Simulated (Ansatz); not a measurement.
Relaxation of C4H8OSi (14 atoms, charge 0, multiplicity 1), to a largest force component of 0.02 eV/Å in at most 40 steps.

Computed with RKS B3LYP-D4/STO-3G in Ansatz.

```xyz
14
Properties=species:S:1:pos:R:3:forces:R:3
C -0.625 -2.499 1.350 -2.02 1.74 0.94
O -0.539 -1.140 0.814 -1.52 0.56 3.40
C 0.430 -1.052 -0.124 1.54 -0.89 -1.46
C 0.743 0.117 -0.651 0.61 -1.40 0.71
C 0.873 1.265 -1.201 -1.43 2.19 -0.81
Si -0.141 2.715 -0.705 -2.92 1.08 -0.85
H -1.460 -2.444 2.073 -0.08 -0.27 -0.02
H -0.893 -3.147 0.538 0.05 -1.37 -0.89
H 0.248 -2.752 1.890 1.95 -1.05 0.82
H 1.028 -1.941 -0.325 -0.97 -1.24 -1.57
H 1.633 1.425 -1.904 3.30 1.28 -0.06
H 0.327 3.899 -1.452 -0.20 -0.54 0.41
H -1.624 2.504 -1.034 1.66 0.42 0.59
H -0.015 3.022 0.758 0.04 -0.51 -1.19
```

Task: Where does it end, and by what steps?

Result: The run converged. Limits of this set-up: minimal basis. After 23 steps the energy has fallen by 3.773 eV; H11 moved furthest, 1.45 Å.

```
step  energy less start (eV)  largest force component (eV/Å)  accepted
   0                  0.0000                           3.400       yes
   1                 -1.4641                           1.763       yes
   2                 -2.2349                           1.178       yes
   3                 -2.7544                           0.948       yes
   4                 -3.0932                           0.658       yes
   5                 -3.3393                           0.522       yes
   6                 -3.4936                           0.560       yes
   7                 -3.6168                           0.462       yes
   8                 -3.6666                           0.492       yes
   9                 -3.7132                           0.323       yes
  10                 -3.6448                           0.900        no
  11                 -3.7406                           0.138       yes
  12                 -3.7498                           0.232       yes
  13                 -3.7549                           0.289       yes
  14                 -3.7654                           0.202       yes
  15                 -3.7648                           0.260        no
  16                 -3.7695                           0.045       yes
  17                 -3.7698                           0.046       yes
  18                 -3.7709                           0.062       yes
  19                 -3.7719                           0.062       yes
  20                 -3.7723                           0.074       yes
  21                 -3.7725                           0.078       yes
  22                 -3.7727                           0.046       yes
  23                 -3.7729                           0.017       yes
```

```xyz
14
Properties=species:S:1:pos:R:3
C -0.431 -2.766 1.367
O -0.438 -1.295 1.244
C 0.038 -0.939 -0.067
C 0.556 0.253 -0.313
C 0.988 1.463 -0.582
Si -0.132 2.895 -1.028
H -0.906 -2.996 2.340
H -1.012 -3.256 0.557
H 0.599 -3.182 1.364
H -0.095 -1.692 -0.867
H 2.073 1.662 -0.547
H 0.253 3.431 -2.315
H -1.504 2.450 -1.083
H -0.002 3.943 -0.040
```

Whether the end is a true minimum wasn't checked by a vibrational analysis.

The run took 100 s on 1 thread of Arm Neoverse N1, on a shared host, peak memory 0.12 GiB.
